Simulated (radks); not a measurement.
Problem. Radial electron density D(r) = 4 pi r^2 rho(r) of an atom or ion with 2.125 electrons. Method: scalar-relativistic Kohn-Sham, r2SCAN, spin-polarised, spherical densities, finite nucleus; meta-GGA in the generalised Kohn-Sham scheme; Fermi nuclear charge, rms radius of each element as measured or else 0.836 A^(1/3) + 0.57 fm; computed with a radial shooting solver on a logarithmic mesh with Libxc functionals.

| r (bohr) | D(r) (e/bohr) | spin D(r) |
|---|---|---|
| 0.001773 | 2.368 | 1.90 |
| 0.001952 | 2.781 | 2.23 |
| 0.002148 | 3.261 | 2.62 |
| 0.002365 | 3.815 | 3.06 |
| 0.002582 | 4.396 | 3.53 |
| 0.002842 | 5.121 | 4.11 |
| 0.003129 | 5.949 | 4.77 |
| 0.003444 | 6.890 | 5.53 |
| 0.003791 | 7.955 | 6.38 |
| 0.004173 | 9.152 | 7.34 |
| 0.004557 | 10.37 | 8.32 |
| 0.005016 | 11.84 | 9.49 |
| 0.005521 | 13.45 | 10.8 |
| 0.006078 | 15.20 | 12.2 |
| 0.00669 | 17.08 | 13.7 |
| 0.007364 | 19.07 | 15.3 |
| 0.008106 | 21.14 | 16.9 |
| 0.008852 | 23.08 | 18.5 |
| 0.009744 | 25.20 | 20.2 |
| 0.01073 | 27.25 | 21.8 |
| 0.01181 | 29.17 | 23.3 |
| 0.013 | 30.87 | 24.6 |
| 0.01431 | 32.26 | 25.7 |
| 0.01562 | 33.18 | 26.4 |
| 0.0172 | 33.71 | 26.8 |
| 0.01893 | 33.67 | 26.7 |
| 0.02083 | 33.02 | 26.1 |
| 0.02293 | 31.71 | 25.0 |
| 0.02525 | 29.78 | 23.4 |
| 0.02757 | 27.52 | 21.6 |
| 0.03035 | 24.62 | 19.3 |
| 0.0334 | 21.45 | 16.7 |
| 0.03677 | 18.21 | 14.1 |
| 0.04047 | 15.12 | 11.8 |
| 0.04455 | 12.42 | 9.75 |
| 0.04865 | 10.45 | 8.35 |
| 0.05355 | 8.953 | 7.41 |
| 0.05895 | 8.179 | 7.10 |
| 0.06489 | 8.057 | 7.34 |
| 0.07142 | 8.422 | 7.97 |
| 0.07862 | 9.034 | 8.77 |
| 0.08654 | 9.625 | 9.48 |
| 0.0945 | 9.933 | 9.86 |
| 0.104 | 9.846 | 9.81 |
| 0.1145 | 9.240 | 9.22 |
| 0.126 | 8.154 | 8.15 |
| 0.1387 | 6.729 | 6.73 |
| 0.1527 | 5.165 | 5.16 |
| 0.1668 | 3.785 | 3.78 |
| 0.1836 | 2.488 | 2.49 |
| 0.2021 | 1.494 | 1.49 |
| 0.2224 | 0.8126 | 0.813 |
| 0.2448 | 0.3972 | 0.397 |
| 0.2695 | 0.1728 | 0.173 |
| 0.2943 | 0.07202 | 0.0720 |
| 0.324 | 0.02427 | 0.0243 |
| 0.3566 | 0.007030 | 0.00703 |
| 0.3925 | 0.001724 | 0.00172 |

What is the nuclear charge?

Solution. Z = 50. The innermost maximum, from 1s, lies near gamma/Z bohr with gamma = sqrt(1 - (Z/c)^2) = 0.931, here 0.0186 bohr (found: 0.0179), and its height grows with Z. The density is that of the tin ion Sn47.875+ in 1s(up 1, down 0.125) 2s1; the configuration itself is not fixed sharply by these data, and Z only to a few units. D(r) has 2 maxima, at r = 0.0179, 0.0976 bohr, and minima at 0.0628 bohr, inside which lie 1.17 electrons.
